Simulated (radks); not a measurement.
Problem. Hg+, 79 electrons, occupied as [Xe] 4f14 5d10 6s1. Method: Dirac Kohn-Sham, PBE, spin-unpolarised, spherical densities, finite nucleus; Fermi nuclear charge, rms radius 5.4648 fm; computed with a radial shooting solver on a logarithmic mesh with Libxc functionals.

Spin-orbit splittings of the eigenvalues, e(l+1/2) - e(l-1/2), with zeta = 2 splitting/(2l+1) and mean radii in bohr:

shell  occ.  splitting (eV)  zeta (eV)  <r> j=l-1/2  <r> j=l+1/2
2p        6            1948       1298      0.05692      0.06560
3p        6           431.4      287.6       0.1704       0.1863
3d       10               ?          ?       0.1621       0.1670
4p        6           104.2      69.44       0.4011       0.4353
4d       10           19.42      7.768       0.4425       0.4536
4f       14           4.193      1.198       0.4793       0.4860
5p        6           18.24      12.16       0.9725        1.069
5d       10           1.873     0.7493        1.436        1.497

Estimate the 3d splitting.

Solution. 92.44 eV (zeta = 36.98 eV).
